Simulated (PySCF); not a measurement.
# How methods differ on the ionisation energy of Tl⁺

Tl⁺ [Xe] 4f14 5d10 6s2 (1S) → Tl²⁺ [Xe] 4f14 5d10 6s1 (2S), as a difference of total energies. Computed with PySCF 2.14 in aug-cc-pVDZ-PP with ECP60MDF (5s4p3d, 32 functions), with scalar relativity through the core potential. Correlated levels: valence: 5s2 5p6 5d10 frozen. The calculations carry no spin-orbit coupling.

```json
{"method": "UHF", "ionisation energy (eV)": "18.372", "error (eV)": "-2.056"}
{"method": "MP2 (valence)", "ionisation energy (eV)": "18.844", "error (eV)": "-1.584"}
{"method": "SCS-MP2 (valence)", "ionisation energy (eV)": "18.939", "error (eV)": "-1.489"}
{"method": "CCSD (valence)", "ionisation energy (eV)": "19.068", "error (eV)": "-1.360"}
```

Reference: 20.428 eV (measured; NIST Atomic Spectra Database, ionization energies).

Errors of the correlated levels include the incompleteness of this basis and the frozen core.

With two correlated electrons CCSD is exact in that space.
